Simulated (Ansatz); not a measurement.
Geometry optimisation, RKS PBE0-D4/def2-SVP in Ansatz 0.2.0.

Input file:

```yaml
crystal:
  periodic: [false, false, false]
  atoms:
    - { symbol: Ge, position_ang: [0.0, 0.0, 0.0] }
    - { symbol: H, position_ang: [0.0, 0.0, 1.9] }
    - { symbol: H, position_ang: [1.4616, 0.0, -0.5162] }
    - { symbol: O, position_ang: [-0.8337, 1.4443, -0.5894] }
    - { symbol: H, position_ang: [-1.7915, 1.2136, -0.8118] }
    - { symbol: H, position_ang: [-0.73, -1.2648, -0.5162] }
    - { symbol: S, position_ang: [0.9559, 2.2231, 0.8041] }
    - { symbol: H, position_ang: [2.0524, 1.9848, 1.6413] }
    - { symbol: H, position_ang: [0.3858, 0.8973, 1.9513] }
basis:
  gaussian: { orbitals: def2-SVP }
hamiltonian:
  xc: pbe0
  dispersion: d4
relax:
  f_tol: 0.15
  max_steps: 25
  restrain:
    - { distance: [0, 6], at: 3.45, k: 30.0 }
    - { distance: [8, 1], at: 1.86, k: 30.0 }
    - { distance: [0, 1], at: 1.55, k: 30.0 }
    - { distance: [8, 6], at: 1.4, k: 30.0 }
output:
  orbitals: {}
```

Command:

```bash
$ ansatz run input.yaml --threads 2 --pin off --max-ram 3072MiB --backend cpu --events-out ev --progress --plain --runs-dir out
```

Task: Where does it end, and by what steps?

Result: The run converged. The restraints hold the end off the free minimum; the threshold counts their pulls, which the force column leaves out. Restrained pairs: Ge1–S7 (2.55 → 3.46 Å), H2–H9 (0.98 → 1.87 Å), Ge1–H2 (1.90 → 1.55 Å), S7–H9 (1.84 → 1.38 Å). After 11 steps the energy has fallen by 3.119 eV (the restraints' own energy left out); H9 moved furthest, 0.71 Å.

```tsv
step	energy less start (eV)	largest force component (eV/Å)	accepted
0	0.0000	3.247	yes
1	-0.9558	2.881	yes
2	-1.7405	4.228	yes
3	-2.4868	3.733	yes
4	-2.9834	1.320	yes
5	-3.0774	0.946	yes
6	-3.1080	0.710	yes
7	-3.1058	0.886	yes
8	-3.1106	0.763	yes
9	-3.1161	0.713	yes
10	-3.0529	2.241	no
11	-3.1193	0.688	yes
```

```xyz
9
Properties=species:S:1:pos:R:3
Ge -0.103 -0.260 -0.119
H 0.011 -0.197 1.425
H 1.285 -0.292 -0.763
O -0.921 1.214 -0.698
H -1.878 1.118 -0.696
H -0.944 -1.493 -0.520
S 1.297 2.570 1.286
H 2.273 2.262 2.169
H 0.479 1.576 1.778
```

Run time: 37 s on 2 threads of Intel(R) Xeon(R) Platinum 8259CL CPU @ 2.50GHz (Skylake/Cascade Lake), on a shared host, peak memory 0.22 GiB.
